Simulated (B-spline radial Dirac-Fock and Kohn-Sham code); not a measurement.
# How the settings move the core levels of Cl

ΔSCF core binding energies without Breit or QED terms, calculated with a radial finite-basis atomic code. Keys: rel is the Hamiltonian (dirac, or spin-free x2c and nr, where L3 and M5 stand for the whole 2p and 3d shells), method is hf or an exchange,correlation pair (spin-unpolarised, also for the hole states), nuc the nuclear model, radius_factor scales its radius, rmax is the box in bohr, h the logarithmic mesh step, order the B-spline order, points the quadrature points per cell, c_factor scales the speed of light, and damp, ndamp, maxit and tol steer the iteration. The run stops when the commutator error falls below 10·tol·max(1, Z/10), or the numerical noise floor, and the energy has settled to about 1e-8 Ha; the virial ratio is −V/T.

Base input:

```json
{"items": [{"Z": 17, "q": 0, "cfg": [[1, 0, 2], [2, 0, 2], [2, 1, 6], [3, 0, 2], [3, 1, 5]], "A": 35, "rrms": 3.3654, "do": "settings", "holes": ["K", "L3", "M5"],
  "settings": [{"rel": "dirac", "method": "hf", "nuc": "fermi", "radius_factor": 1.0, "rmax": 45.0, "h": 0.3, "order": 8, "points": 10, "c_factor": 1.0, "maxit": 60, "damp": 0.5, "ndamp": 3, "tol": 1e-08}]}]}
```

The ground state converged in 10 iterations, with total energy -460.93837 Ha, virial ratio 1.99367 and highest orbital energy -13.72 eV. ΔSCF binding energies: K (1s) 2834.0 eV. Holes are computed only in closed shells, and unreliable hole states are left out.

Changes from the base run:

```tsv
changed setting	Δ total energy (Ha)	Δ K (eV)	iterations
c_factor = 10.0	+1.44230	-10.73	9
rel = "nr"; c_factor = 0.9; tol = 0.0001	+1.45629	-10.83	9
h = 0.18	0.00000	0.00	10
radius_factor = 0.8	-0.00019	0.00	10
rmax = 25.0	0.00000	0.00	10
rel = "nr"; method = "pbesol"; order = 5	+1.66305	-3.18	9
c_factor = 0.9	-0.34489	+2.57	10
radius_factor = 0.5	-0.00039	0.00	10
method = "pbesol"; nuc = "gauss"; damp = 0.8	+0.19658	+7.78	10
damp = 0.0	0.00000	0.00	9
method = "lda,vwn"	+0.81436	+2.71	9
rel = "nr"; method = "lda,vwn"; order = 5	?	?	?
nuc = "gauss"	0.00000	0.00	10
```

**Question.** What does the change rel = "nr"; method = "lda,vwn"; order = 5 do?

**Answer.** The total energy moves by +2.27423 Ha and the binding energies by K -8.21 eV; the run takes 9 iterations.
